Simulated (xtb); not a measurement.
xtb input:

```bash
xtb mol.xyz --gfn 2 --sp --chrg -1 --uhf 0
```
mol.xyz:
```
3

Sr    -0.00000000    -0.00000000    -0.42582728
O      0.00000000     0.00000000     1.69169827
H      0.00000000     0.00000000     2.64785055
```

### Question
Which total energy does the run end on?

### Answer
-5.20386 Eh (GFN2-xTB).

This state (charge -1, singlet) is run at the relaxed geometry of the species with charge 0 and multiplicity 2.
